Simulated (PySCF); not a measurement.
All values are calculated (PySCF): GFN2-xTB geometry, shielding tensors at PBE0/pcSseg-1 (GIAO). Non-relativistic, no solvent model, equivalent nuclei averaged, one computed conformer.

Shifts are taken against calculated references (same method and geometry level): $^{1}$H (31.72 ppm) and $^{13}$C (186.93 ppm) against TMS. Acid and N–H amide carbonyl carbons lie up to 10 ppm further downfield in solution (hydrogen bonding). Shifts are as computed. Against solution values, carbons near 30 ppm lie about +3 ppm off and those near 130 ppm about +5 ppm. Of 1309 compounds with measured shifts, 239 miss one by over three times the rms of a fit or turn the order of signals round; such compounds aren't used in these exercises. OH and NH positions are gas-phase values without hydrogen bonding to other molecules.

(1) Order these molecules by the shift of their most shielded carbon, lowest δ first.
A. C=C1C=N[Si@@H](OC)O1
B. CN([SiH3])CC#CC(=O)O
C. C=C([SiH2]N)C(=O)CC=O
D. C/C=C(\C#N)O[SiH2]OC

(2) Order these molecules by the shift of their most deshielded carbon, lowest δ first.
A. C=C([SiH2]N)C(=O)CC=O
B. C/C=C(\C#N)O[SiH2]OC
C. C=C1C=N[Si@@H](OC)O1
D. COc1ccccc1N

(3) How many $^{13}$C and $^{1}$H signals does each give (equivalence by symmetry and fast rotation, but not about amide C–N or C=N bonds)? `C=C1C=N[Si@@H](OC)O1`, `C/C=C(\C#N)O[SiH2]OC`, `C=C([SiH2]N)C(=O)CC=O`, `COc1ccccc1N`, `CN([SiH3])CC#CC(=O)O`

Results:

(1) D (17.3 ppm, allylic methyl carbon), B (39.6 ppm, methyl carbon bonded to N), A (51.7 ppm, methyl carbon bonded to O), C (65.4 ppm, sp3 CH2 α to a carbonyl).

(2) B (133.8 ppm, alkene carbon bearing oxygen), D (152.2 ppm, aromatic carbon bearing oxygen), C (180.1 ppm, C=N carbon), A (202.2 ppm, aldehyde carbonyl carbon).

(3) C=C1C=N[Si@@H](OC)O1: 4 C, 5 H; C/C=C(\C#N)O[SiH2]OC: 5 C, 4 H; C=C([SiH2]N)C(=O)CC=O: 5 C, 6 H; COc1ccccc1N: 7 C, 6 H; CN([SiH3])CC#CC(=O)O: 5 C, 4 H.
